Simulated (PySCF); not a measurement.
C9H17N.
Cartesian coordinates in Å at the PBE0-D3(BJ)/def2-SVP level; atoms count from 1:
```
atom  x, y, z in Å
C1     3.117   -0.422   -0.468
N2     1.994   -0.170    0.402
C3     0.671   -0.261   -0.199
C4     0.415    0.989   -1.063
C5    -0.151    2.008   -0.085
C6    -1.142    1.166    0.709
C7    -0.419   -0.174    0.928
C8    -1.294   -1.422    0.768
C9    -1.128   -1.811   -0.700
C10    0.360   -1.582   -0.940
H11    3.169    0.341   -1.260
H12    4.052   -0.345    0.107
H13    3.112   -1.413   -0.971
H14    2.035   -0.793    1.205
H15    1.321    1.327   -1.588
H16   -0.339    0.758   -1.835
H17   -0.604    2.886   -0.570
H18    0.659    2.361    0.575
H19   -2.051    1.003    0.102
H20   -1.467    1.629    1.652
H21    0.082   -0.154    1.908
H22   -2.341   -1.248    1.063
H23   -0.913   -2.239    1.404
H24   -1.458   -2.837   -0.924
H25   -1.723   -1.136   -1.340
H26    0.935   -2.400   -0.470
H27    0.639   -1.558   -2.005
```

The calculation used PBE0-D3(BJ)/def2-SVP geometry optimisation, gas phase (PySCF 2.14.0).

Masses are those of the commonest isotopes; rigid-rotor values at the optimised geometry. The values belong to one conformer with, in the numbering `[CH3:1][NH:2][C@:3]12[CH2:4][CH2:5][CH2:6][C@H:7]1[CH2:8][CH2:9][CH2:10]2`, C1–N2–C3–C4 -75°, N2–C3–C4–C5 -87°, C3–C4–C5–C6 -44°, C4–C5–C6–C7 41°, C5–C6–C7–C8 -139°.

Q: Give the principal moments of inertia and the rotational constants in MHz.

A: Ia = 293.97, Ib = 370.23, Ic = 513.45 u·Å²; 505379 MHz·u·Å²/I gives A = 1719, B = 1365, C = 984.3 MHz.

Q: What kind of rotor is it?

A: An asymmetric top. Ray's parameter κ = (2B − A − C)/(A − C) = 0.036; −1 is the prolate and +1 the oblate limit.

Q: What does the inertial defect say?

A: Not planar: Δ = Ic − Ia − Ib = -150.75 u·Å². For a rigid frame Δ = −2 Σ m c², so Σ m c² = 75.37 u·Å² lies off the ab plane: 24.74 from hydrogen and 50.63 from heavier atoms. The atom farthest from that plane is 1.95 Å away.

Q: Give the other two planar moments, Paa and Pbb, and the rms extents of the mass along the axes.

A: Paa = Σ m a² = (Ib + Ic − Ia)/2 = 294.86 and Pbb = Σ m b² = (Ia + Ic − Ib)/2 = 218.59 u·Å². With the mass M = 139.14 u, the rms extents √(P/M) along a, b and c are 1.46, 1.25, 0.74 Å.

Q: Where do the levels up to J = 3 lie, in cm⁻¹?

A: Above 0(0,0):
J = 1: 1(0,1) 0.0784, 1(1,1) 0.0902, 1(1,0) 0.1029
J = 2: 2(0,2) 0.2290, 2(1,2) 0.2342, 2(1,1) 0.2723, 2(2,1) 0.3077, 2(2,0) 0.3139
J = 3: 3(0,3) 0.4454, 3(1,3) 0.4470, 3(1,2) 0.5211, 3(2,2) 0.5428, 3(2,1) 0.5677, 3(3,1) 0.6369, 3(3,0) 0.6390

Q: Which types of transition are allowed, and where do some lines up to J = 4 fall?

A: The dipole components are |μa| = 0.02 D, |μb| = 0.85 D, |μc| = 0.08 D. Intensities carry the squares of the components, which stand as 0.00 : 1.00 : 0.01 (a : b : c). Some lines, for components of 0.1 D or more:

```
type  branch         J(Ka,Kc)    MHz  lower level (cm⁻¹)
   b       Q  1(1,0) ← 1(0,1)    735               0.078
   b       Q  2(1,1) ← 2(0,2)   1300               0.229
   b       Q  3(2,1) ← 3(1,2)   1397               0.521
   b       Q  4(3,1) ← 4(2,2)   1895               0.908
   b       Q  2(2,1) ← 2(1,2)   2205               0.234
   b       Q  3(1,2) ← 3(0,3)   2270               0.445
   b       R  1(1,1) ← 0(0,0)   2703               0.000
   b       Q  3(3,1) ← 3(2,2)   2820               0.543
   b       Q  3(2,2) ← 3(1,3)   2873               0.447
   b       Q  4(4,1) ← 4(3,2)   3618               0.959
   b       R  2(2,1) ← 1(1,0)   6142               0.103
   b       R  3(0,3) ← 2(1,2)   6330               0.234
   b       R  3(1,2) ← 2(2,1)   6396               0.308
   b       R  3(1,3) ← 2(0,2)   6537               0.229
   b       R  2(2,0) ← 1(1,1)   6707               0.090
   b       R  3(2,2) ← 2(1,1)   8110               0.272
   b       R  4(2,2) ← 3(3,1)   8125               0.637
   b       R  4(0,4) ← 3(1,3)   8375               0.447
   b       R  4(1,4) ← 3(0,3)   8437               0.445
   b       R  4(1,3) ← 3(2,2)   8948               0.543
   b       R  3(3,1) ← 2(2,0)   9684               0.314
   b       R  4(2,3) ← 3(1,2)   9898               0.521
   b       R  3(3,0) ← 2(2,1)   9932               0.308
   b       R  4(3,2) ← 3(2,1)  11721               0.568
   b       R  4(2,2) ← 3(1,3)  13818               0.447
```

Q: Estimate the classical rotational partition function at 10 K, 25 K and 298.15 K.

A: Point group C1, symmetry number σ = 1; q = (√π/σ)·√((kT/h)³/(ABC)), k/h = 20836.6 MHz/K: 3510 at 10 K, 13900 at 25 K, 571000 at 298.15 K.

Whether it is a minimum is left open (no frequencies). These are rigid-rotor constants of the computed structure; measured ground-state constants (B0) also hold zero-point vibration. A rigid rotor knows nothing of inversion at nitrogen or internal rotation, which can split or shift real lines. Quadrupole hyperfine structure (14N) is left out.
